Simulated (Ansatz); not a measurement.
## Molecular dynamics of Si$_{16}$O

Input file:

```yaml
accuracy: low
crystal:
  lattice:
    - [0.0, 5.43, 5.43]
    - [5.43, 0.0, 5.43]
    - [5.43, 5.43, 0.0]
  atoms:
    - { symbol: Si, position: [0.08393864, -0.02965043, -0.05378195] }
    - { symbol: Si, position: [0.1859596, 0.08245044, 0.08332282] }
    - { symbol: Si, position: [0.00781429, -0.01297963, 0.4574379] }
    - { symbol: Si, position: [0.1600958, 0.07850514, 0.58312071] }
    - { symbol: Si, position: [0.05167639, 0.45799211, -0.04736679] }
    - { symbol: Si, position: [0.22154165, 0.58418329, 0.04809351] }
    - { symbol: Si, position: [0.07014665, 0.47160305, 0.41177185] }
    - { symbol: Si, position: [0.11769779, 0.59645439, 0.59357248] }
    - { symbol: Si, position: [0.56009956, -0.0405733, -0.00611405] }
    - { symbol: Si, position: [0.68836898, 0.07812308, 0.1162597] }
    - { symbol: Si, position: [0.49633199, -0.05235627, 0.50594004] }
    - { symbol: Si, position: [0.63568356, 0.08102676, 0.6119692] }
    - { symbol: Si, position: [0.58887067, 0.45381137, -0.03291562] }
    - { symbol: Si, position: [0.69098189, 0.58160681, 0.11389517] }
    - { symbol: Si, position: [0.47646674, 0.45790381, 0.49819065] }
    - { symbol: Si, position: [0.6170645, 0.57495416, 0.62215117] }
    - { symbol: O, position: [0.8233356, 0.57149628, 0.41327196], spin: 1.0 }
magnetization:
  spin_polarized: true
basis:
  ecutwfc: 420.0
kpoints:
  mp_grid: { grid: [2, 2, 2] }
hamiltonian:
  xc: pbe
  dispersion: d3bj
  pseudopotentials: { kind: paw, azcp: { folder: soft_1 } }
scf:
  occupations: { method: fermi_dirac, width: 0.05 }
  lower_state_search: "off"
md:
  timestep: 1.5
  n_steps: 100
  ensemble: nvt_langevin
  temperature: 840.0
  initial_velocities: maxwell_boltzmann
  seed: 420121
  friction: 0.005
```

Launched with:

```bash
$ ansatz run input.yaml --threads 1 --pin off --max-ram 3072MiB --backend cpu --events-out ev --progress --plain --runs-dir out
```

It goes on from the last frame of an earlier run, with new velocities.

Output, in part (warnings, step lines):

```
WARN: the starting moments were not kept: the SCF closed with an absolute magnetisation of 1.0e-5 μB, where they sum to 1 μB in size (1 site). That is at most 0.1 of that sum. Measured as dr2_m measures the in/out step, that magnetisation stands 9.4e-12 eV from none, at or under the dr2_threshold …
md step     0: t =     0.00 fs  T =   790.6 K  F+E_penalty+E_count = -10742.68835726 eV  E_kin = 1.737254 eV  (15 SCF iters)
md step     1: t =     1.50 fs  T =   769.9 K  F+E_penalty+E_count = -10742.63526330 eV  E_kin = 1.691809 eV  (7 SCF iters)
md step     2: t =     3.00 fs  T =   726.2 K  F+E_penalty+E_count = -10742.58127863 eV  E_kin = 1.595678 eV  (7 SCF iters)
md step     3: t =     4.50 fs  T =   681.8 K  F+E_penalty+E_count = -10742.53138503 eV  E_kin = 1.498217 eV  (7 SCF iters)
md step     4: t =     6.00 fs  T =   662.7 K  F+E_penalty+E_count = -10742.48986419 eV  E_kin = 1.456324 eV  (7 SCF iters)
md step     5: t =     7.50 fs  T =   626.3 K  F+E_penalty+E_count = -10742.45309033 eV  E_kin = 1.376175 eV  (7 SCF iters)
md step     6: t =     9.00 fs  T =   594.7 K  F+E_penalty+E_count = -10742.42410550 eV  E_kin = 1.306789 eV  (7 SCF iters)
md step     7: t =    10.50 fs  T =   582.2 K  F+E_penalty+E_count = -10742.40261368 eV  E_kin = 1.279390 eV  (7 SCF iters)
[... lines left out ...]
md step   100: t =   150.00 fs  T =   898.1 K  F+E_penalty+E_count = -10742.81004111 eV  E_kin = 1.973535 eV  (7 SCF iters)
```

The steps, from the saved trajectory:

```tsv
time (fs)	T (K)	potential energy less start (eV)
0.0	791	0.000
4.5	682	0.157
9.0	595	0.264
13.5	612	0.339
18.0	551	0.411
22.5	534	0.402
27.0	548	0.302
31.5	692	0.091
36.0	867	-0.127
40.5	828	-0.128
45.0	707	0.114
49.5	638	0.333
54.0	508	0.474
58.5	501	0.480
63.0	563	0.324
67.5	667	0.099
72.0	729	-0.109
76.5	742	-0.250
81.0	784	-0.250
85.5	719	-0.124
90.0	594	0.127
94.5	539	0.351
99.0	577	0.323
103.5	741	0.087
108.0	842	-0.085
112.5	819	-0.105
117.0	793	-0.048
121.5	741	0.008
126.0	771	0.035
130.5	696	0.087
135.0	747	0.066
139.5	841	-0.025
144.0	889	-0.112
148.5	921	-0.132
```

All steps were run. The mean temperature of the second half is 11 % below the set value. A run of 0.15 ps of so small a system gives no equilibrium averages. Limits of this set-up: coarse k mesh, low accuracy level.

Mean squared displacements from the first frame to the last, about the centre of mass: Si 0.11 Å², O 0.05 Å².

Last frame:

```xyz
17
Lattice="0.0000 5.4300 5.4300 5.4300 0.0000 5.4300 5.4300 5.4300 0.0000" Properties=species:S:1:pos:R:3
Si -0.475 0.205 -0.255
Si 1.024 1.336 1.165
Si 2.615 2.719 -0.116
Si 3.795 4.300 1.284
Si 2.290 -0.054 2.585
Si 3.251 1.416 4.222
Si 4.754 2.717 2.731
Si 6.458 3.908 3.966
Si -0.354 2.635 2.413
Si 0.918 3.952 3.901
Si 2.594 5.333 2.799
Si 3.951 6.743 3.931
Si 2.005 2.788 5.527
Si 3.735 4.098 6.679
Si 5.144 5.283 5.178
Si 6.510 6.401 6.755
O 5.200 6.627 7.653
```

Time of the run: 26 min on 1 thread of Arm Neoverse V1, with other jobs on the host, peak memory 0.71 GiB.
